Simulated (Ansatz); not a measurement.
Te(CN)2 (TeC₂N₂), 5 atoms. Hardware: 4 threads of Arm Neoverse V1 on a shared host.

In the def2 sets Te takes a core potential; there is no spin–orbit coupling. Correlated methods freeze 8 core orbitals; core or outer-core shells of Te are correlated, in sets that lack core-valence functions.

(1) How many basis functions does each of these Ansatz runs have, and roughly what does it cost? BLYP-D4/def2-TZVP, charge 0 singlet, energy, from earlier orbitals; r2SCAN0-D4/def2-TZVP, charge 0 singlet, energy, from earlier orbitals; PBE0-D4/def2-TZVP, charge 1 doublet at the geometry of the charge 0 singlet, energy, from earlier orbitals; HF/def2-TZVP, charge 0 singlet, energy, from earlier orbitals; PBE-D4/def2-TZVPD, charge -1 doublet at the geometry of the charge 0 singlet, energy, from earlier orbitals; HF/STO-3G, charge 0 singlet, energy; PBE0-D4/def2-SVP, charge 0 singlet, energy, from earlier orbitals; PBE-D4/def2-SVP, charge 0 singlet, energy, from earlier orbitals; PBE0-D4/def2-SVP, charge 0 singlet, energy with a search over starts; PBE0-D4/def2-TZVP, charge 0 singlet, energy, from earlier orbitals; B3LYP-D4/def2-SVP, charge 0 singlet, relaxation, 6 steps; PBE-QIDH/def2-TZVP, charge 0 singlet, energy, from earlier orbitals.

Results:

(1) Other jobs shared the machine, so times can vary by a factor of up to 3. A dash marks memory too small to be measured apart from the calling script's.

```csv
run,functions,fitting or Cholesky vectors,wall time,peak host memory (GiB)
"HF/STO-3G, charge 0 singlet, energy",47,569,0.2 s,–
"PBE-D4/def2-SVP, charge 0 singlet, energy, from earlier orbitals",82,980,0.55 s,–
"PBE0-D4/def2-SVP, charge 0 singlet, energy, from earlier orbitals",82,909,0.9 s,–
"PBE0-D4/def2-SVP, charge 0 singlet, energy with a search over starts",82,909,1.1 s,–
"BLYP-D4/def2-TZVP, charge 0 singlet, energy, from earlier orbitals",174,1056,1.3 s,–
"HF/def2-TZVP, charge 0 singlet, energy, from earlier orbitals",174,1335,1.6 s,–
"PBE0-D4/def2-TZVP, charge 0 singlet, energy, from earlier orbitals",174,1108,1.8 s,–
"r2SCAN0-D4/def2-TZVP, charge 0 singlet, energy, from earlier orbitals",174,1108,3.1 s,–
"PBE-QIDH/def2-TZVP, charge 0 singlet, energy, from earlier orbitals",174,1274,3.3 s,–
"PBE0-D4/def2-TZVP, charge 1 doublet at the geometry of the charge 0 singlet, energy, from earlier orbitals",174,1108,3.4 s,–
"PBE-D4/def2-TZVPD, charge -1 doublet at the geometry of the charge 0 singlet, energy, from earlier orbitals",207,1155,3.5 s,–
"B3LYP-D4/def2-SVP, charge 0 singlet, relaxation, 6 steps",82,1024,8 s,–
```
